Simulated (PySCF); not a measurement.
**Basis-set dependence of population analyses: `C#C[Si@H](C#N)N=C`**

Compound: C4H4N2Si.
SMILES with atom numbers: `[CH:1]#[C:2][Si@H:3]([C:4]#[N:5])[N:6]=[CH2:7]` (hydrogens: H8 on C1; H9 on Si3; H10, H11 on C7)

Geometry (PBE0-D3(BJ)/def2-SVP, Å), atoms numbered from 1 in this order:
```
atom  x, y, z in Å
C1    -1.3402   -2.0590    0.6125
C2    -0.3962   -1.3529    0.3096
Si3    0.9406   -0.2110   -0.1984
C4     1.9139    0.2137    1.3251
N5     2.5268    0.4567    2.2782
N6     0.3614    1.2926   -0.8539
C7    -0.8493    1.6125   -1.0165
H8    -2.1647   -2.6919    0.8916
H9     1.8618   -0.8498   -1.1663
H10   -1.1074    2.5967   -1.4479
H11   -1.7103    0.9634   -0.7504
```

PBE0 throughout (PySCF), one geometry, spherical d and f functions. Geometry: PBE0-D3(BJ)/def2-SVP, one conformer, isolated molecule. The first 7 of 11 kinds of atom are listed.

Mulliken charges (e):

| basis | functions | C1 | C2 | Si3 | C4 | N5 | N6 | C7 |
| --- | --- | --- | --- | --- | --- | --- | --- | --- |
| STO-3G | 43 | -0.120 | -0.244 | +0.874 | -0.124 | -0.183 | -0.384 | -0.038 |
| 6-31G | 75 | -0.304 | -0.256 | +0.987 | -0.072 | -0.277 | -0.525 | -0.107 |
| pcSseg-0 | 75 | -0.348 | -0.465 | +1.586 | -0.250 | -0.377 | -0.802 | -0.089 |
| 6-31G* | 110 | -0.172 | -0.197 | +0.582 | +0.023 | -0.263 | -0.393 | -0.138 |
| cc-pVDZ | 122 | -0.118 | -0.065 | +0.555 | -0.156 | -0.108 | -0.296 | +0.079 |
| def2-SVP | 122 | -0.209 | -0.050 | +0.673 | -0.238 | -0.056 | -0.339 | +0.063 |
| aug-cc-pVDZ | 201 | +1.220 | -0.843 | +0.531 | +0.029 | -0.388 | -0.518 | +0.613 |
| 6-311+G(2d,p) | 221 | -0.561 | +0.093 | +0.964 | -0.167 | -0.229 | -0.353 | -0.160 |
| def2-TZVP | 247 | -0.160 | -0.181 | +0.474 | -0.205 | -0.025 | -0.261 | -0.097 |
| cc-pVTZ | 270 | -0.070 | -0.249 | +0.491 | -0.178 | -0.060 | -0.237 | -0.043 |
| IGLO-III | 294 | -0.206 | -0.201 | +0.943 | +0.009 | -0.307 | -0.527 | +0.039 |
| pcSseg-2 | 315 | +0.038 | -0.271 | +0.742 | -0.157 | -0.130 | -0.420 | +0.101 |

IAO charges (e):

```tsv
basis	functions	C1	C2	Si3	C4	N5	N6	C7
STO-3G	43	-0.127	-0.321	+0.961	-0.179	-0.134	-0.409	-0.125
6-31G	75	-0.146	-0.336	+0.911	-0.140	-0.167	-0.473	-0.091
pcSseg-0	75	-0.133	-0.347	+0.947	-0.147	-0.170	-0.483	-0.072
6-31G*	110	-0.140	-0.365	+1.036	-0.164	-0.174	-0.517	-0.053
cc-pVDZ	122	-0.153	-0.356	+1.024	-0.164	-0.169	-0.506	-0.055
def2-SVP	122	-0.143	-0.357	+1.031	-0.166	-0.167	-0.507	-0.049
aug-cc-pVDZ	201	-0.159	-0.356	+1.032	-0.155	-0.183	-0.517	-0.058
6-311+G(2d,p)	221	-0.157	-0.366	+1.064	-0.162	-0.183	-0.528	-0.056
def2-TZVP	247	-0.156	-0.368	+1.075	-0.166	-0.181	-0.529	-0.055
cc-pVTZ	270	-0.157	-0.365	+1.062	-0.165	-0.178	-0.524	-0.057
IGLO-III	294	-0.157	-0.368	+1.073	-0.164	-0.183	-0.529	-0.057
pcSseg-2	315	-0.155	-0.368	+1.072	-0.164	-0.182	-0.529	-0.055
```

Hirshfeld charges (e):

| basis | functions | C1 | C2 | Si3 | C4 | N5 | N6 | C7 |
| --- | --- | --- | --- | --- | --- | --- | --- | --- |
| STO-3G | 43 | -0.077 | -0.167 | +0.574 | -0.065 | -0.160 | -0.239 | +0.046 |
| 6-31G | 75 | -0.056 | -0.165 | +0.446 | -0.039 | -0.170 | -0.246 | +0.050 |
| pcSseg-0 | 75 | -0.055 | -0.163 | +0.459 | -0.040 | -0.173 | -0.229 | +0.045 |
| 6-31G* | 110 | -0.056 | -0.156 | +0.422 | -0.026 | -0.180 | -0.234 | +0.057 |
| cc-pVDZ | 122 | -0.060 | -0.156 | +0.438 | -0.036 | -0.174 | -0.215 | +0.048 |
| def2-SVP | 122 | -0.058 | -0.154 | +0.439 | -0.030 | -0.179 | -0.220 | +0.049 |
| aug-cc-pVDZ | 201 | -0.059 | -0.158 | +0.456 | -0.033 | -0.188 | -0.236 | +0.043 |
| 6-311+G(2d,p) | 221 | -0.057 | -0.159 | +0.452 | -0.031 | -0.189 | -0.238 | +0.048 |
| def2-TZVP | 247 | -0.057 | -0.156 | +0.444 | -0.029 | -0.187 | -0.233 | +0.047 |
| cc-pVTZ | 270 | -0.059 | -0.154 | +0.443 | -0.030 | -0.185 | -0.229 | +0.045 |
| IGLO-III | 294 | -0.060 | -0.154 | +0.450 | -0.029 | -0.192 | -0.232 | +0.042 |
| pcSseg-2 | 315 | -0.056 | -0.157 | +0.450 | -0.029 | -0.188 | -0.236 | +0.044 |

Question: Which scheme is steadiest as the basis changes?

Answer: Largest range over the bases for any column: Hirshfeld 0.15 e, IAO 0.16 e, Mulliken 1.78 e. Hirshfeld charges move least and Mulliken charges most, counted in e. Without the minimal STO-3G basis the ranges are Hirshfeld 0.04, IAO 0.16, Mulliken 1.78 e.

Question: How much do the charges still move between the two largest bases, IGLO-III and pcSseg-2?

Answer: At most, over all atoms: Mulliken 0.244 e, IAO 0.002 e, Hirshfeld 0.005 e.

Question: What do the same runs give for the total energy, the frontier levels and the dipole moment?

Answer: 
```tsv
basis	energy (Eh)	HOMO (eV)	LUMO (eV)	μ (D)
STO-3G	-546.6313	-4.97	1.91	3.81
6-31G	-553.1594	-7.47	-1.27	5.17
pcSseg-0	-552.3674	-7.58	-1.45	5.39
6-31G*	-553.2826	-7.65	-1.30	5.01
cc-pVDZ	-553.3158	-7.66	-1.38	4.79
def2-SVP	-553.0155	-7.71	-1.48	4.91
aug-cc-pVDZ	-553.3329	-7.84	-1.67	5.04
6-311+G(2d,p)	-553.3927	-7.89	-1.71	5.12
def2-TZVP	-553.4183	-7.85	-1.65	5.05
cc-pVTZ	-553.4097	-7.81	-1.58	4.98
IGLO-III	-553.4215	-7.88	-1.70	5.08
pcSseg-2	-553.4227	-7.87	-1.69	5.12
```

The dipole is fixed by the density alone, so its range of 1.58 D shows that the density itself changes with the basis, not only its division among atoms.
